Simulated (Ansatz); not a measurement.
F₂H₂HfS₂, SMILES [F][Hf]([SH])([F])[SH], multiplicity 1. Atoms are numbered in the order given.

```xyz
7

Hf     0.0000     0.0000     0.6217
F      0.0000    -1.5119     1.7869
F      0.0000     1.5119     1.7869
S     -1.9764     0.0000    -0.8310
H     -2.8482     0.0000     0.2093
S      1.9764     0.0000    -0.8310
H      2.8482     0.0000     0.2093
```

Geometry: B3LYP-D3(BJ)/def2-SVP. The multiplicity is an assumed one; other spin states were not compared. The def2 effective core potentials stand for the cores of Hf; spin–orbit coupling is left out. Other conformers were not sampled.

Two levels are set side by side: PBE-D3(BJ)/def2-SVP (Ansatz, a first-principles code) and B3LYP-D3(BJ)/def2-SVP (Ansatz). Each level has its own optimised geometry; the coordinates shown are those of the second. Differences are taken from unrounded values.

```json
[
 {"quantity": "mean bond length (Å)", "B3LYP-D3(BJ)": "1.906", "PBE-D3(BJ)": "1.910", "PBE-D3(BJ) minus B3LYP-D3(BJ)": "0.003"},
 {"quantity": "bond Hf1–F2 (Å)", "B3LYP-D3(BJ)": "1.909", "PBE-D3(BJ)": "1.912", "PBE-D3(BJ) minus B3LYP-D3(BJ)": "0.003"},
 {"quantity": "bond Hf1–F3 (Å)", "B3LYP-D3(BJ)": "1.909", "PBE-D3(BJ)": "1.912", "PBE-D3(BJ) minus B3LYP-D3(BJ)": "0.003"},
 {"quantity": "bond Hf1–S4 (Å)", "B3LYP-D3(BJ)": "2.453", "PBE-D3(BJ)": "2.451", "PBE-D3(BJ) minus B3LYP-D3(BJ)": "-0.002"},
 {"quantity": "bond Hf1–S6 (Å)", "B3LYP-D3(BJ)": "2.453", "PBE-D3(BJ)": "2.451", "PBE-D3(BJ) minus B3LYP-D3(BJ)": "-0.002"},
 {"quantity": "bond S4–H5 (Å)", "B3LYP-D3(BJ)": "1.357", "PBE-D3(BJ)": "1.366", "PBE-D3(BJ) minus B3LYP-D3(BJ)": "0.009"},
 {"quantity": "bond S6–H7 (Å)", "B3LYP-D3(BJ)": "1.357", "PBE-D3(BJ)": "1.366", "PBE-D3(BJ) minus B3LYP-D3(BJ)": "0.009"}
]
```

Here PBE gives about what the other level gives.
